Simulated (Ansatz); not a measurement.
Reaction (redistribution): `[SiH3][SnH]([Cl])[Cl]` + `C[Si](C)(F)C#N` → `[F][Sn]([SiH3])([Cl])[Cl]` + `C[SiH](C)C#N`

Program: Ansatz. Geometries: PBE0-D4/def2-TZVP. ΔE: electronic, gas phase. CBS: MP2 limit from def2 TZ/QZ plus the TZ coupled-cluster correction, frozen cores. DFT in def2-TZVPP. Elements past krypton have def2 core potentials. For Sn outer-core shells are correlated without core-valence functions, which leaves a few kJ/mol of doubt a bond.

```json
{"species": "`[SiH3][SnH]([Cl])[Cl]`", "ωB97M-V energy (Eh)": "-1426.59856"}
{"species": "`C[Si](C)(F)C#N`", "ωB97M-V energy (Eh)": "-562.12113"}
{"species": "`[F][Sn]([SiH3])([Cl])[Cl]`", "ωB97M-V energy (Eh)": "-1525.91377"}
{"species": "`C[SiH](C)C#N`", "ωB97M-V energy (Eh)": "-462.77330"}
```

Question: Work out ΔE.

Answer: ΔE = (-1525.91377) + (-462.77330) − (-1426.59856) − (-562.12113) = 0.03262 Eh = +85.6 kJ/mol. CCSD(T)/CBS gives +82.3 kJ/mol.

Largest T1 diagnostic among the species: 0.013.

From PBE to PBE0 (25 % exact exchange), in def2-TZVPP and without D4, ΔE moves by +9.7 kJ/mol. Leaving LDA and LC-ωPBE aside and taking each functional with its dispersion term where it has one, the values, not all of them listed here, spread over 18.1 kJ/mol, from revPBE-D4 to BHLYP-D4. LDA lies +14.9 kJ/mol from PBE without D4.
